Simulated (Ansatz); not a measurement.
Mulliken charges of Cl2F2Ga2H2, SMILES `[Cl][Ga@H-]1[F+][Ga@@H-]([Cl])[F+]1` from r2SCAN/def2-TZVPP in Ansatz (PBE0-D4/def2-TZVP geometry).

```tsv
atom	x (Å)	y (Å)	z (Å)	charge (e)
Cl1	0.088	2.320	1.714	-0.252
Ga2	1.093	0.852	0.559	0.614
F3	0.085	0.629	-1.070	-0.337
Ga4	-0.866	-1.005	-0.688	0.614
Cl5	-2.845	-0.460	-0.152	-0.252
F6	0.216	-0.832	0.900	-0.337
H7	2.601	0.657	0.314	-0.025
H8	-0.372	-2.161	-1.577	-0.025
```

By hand: the dipole of these point charges (1 e Å = 4.8032 D).

Σ q r = (0.677, -0.457, -0.384) e Å, of length 0.903 e Å = 4.34 D.

How does the dipole of the full density compare? (Estimate.)

Ansatz gave: (0.442, -0.298, -0.251) e Å, 2.83 D; the point charges give 1.53 times that, at 0° from its direction.

Point charges leave out the atoms' own dipoles, such as those of lone pairs, and Mulliken's split depends on the basis, so the two needn't agree.
